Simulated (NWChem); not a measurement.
Molecule: GeH$_{4}$O$_{2}$; SMILES [OH][GeH2][OH]

```xyz
7

Ge     0.0000     0.0000     0.3407
O     -1.4562    -0.0454    -0.6748
O      1.4562     0.0454    -0.6748
H     -0.0898    -1.2948     1.1590
H      0.0898     1.2948     1.1590
H     -1.5590     0.7478    -1.2119
H      1.5590    -0.7478    -1.2119
```
Atoms are numbered in this order, from 1.

Computed with NWChem. Coordinates come from a PBE0/def2-SVP optimisation. B3LYP is NWChem's, with the RPA form of VWN correlation. Ions are spin-unrestricted doublets at the neutral geometry; other ion states weren't tried.

### Question
Estimate the computed values for B3LYP/def2-SVP. Quantities: vertical ionisation energy, ΔSCF (eV); −ε(HOMO) (eV).

### Answer
```json
{
  "vertical ionisation energy, ΔSCF (eV)": "10.86",
  "−ε(HOMO) (eV)": "8.19"
}
```
